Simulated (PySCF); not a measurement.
A run for PySCF: R-MP2/6-31G* on H2O (SMILES O) with ghost functions, monomers drawn apart or pushed together.

```python
from pyscf import gto, scf, dft, mp
from pyscf.data.elements import chemcore

mol = gto.M(
    atom='''
    O    -0.32912048    0.46415497    0.02710747
    H    -0.71488718   -0.33334068   -0.35451210
    H     0.54676287    0.55023295   -0.36768104
    ghost-F    0.44759136   -0.58168752    4.31980303
    ghost-Cl    0.14422715   -0.17180839    2.72950229
    ''',
    basis='6-31g*',
    cart=True,
    charge=0, spin=0, verbose=3, max_memory=1800)
mf = scf.RHF(mol)
mf.conv_tol = 1e-8
mf.max_cycle = 100
mf.kernel()
if not mf.converged:
    mf = mf.newton().run(mf.mo_coeff, mf.mo_occ)
pt = mp.MP2(mf, frozen=chemcore(mol)).run()
```

The log:

```
converged SCF energy = -76.0114374509858
E(RMP2) = -76.1991967112213  E_corr = -0.187759260235492
E(SCS-RMP2) = -76.1951067253056  E_corr = -0.183669274319783
```

The run converged.

Cost: about 0.3 core-seconds (a rough figure).
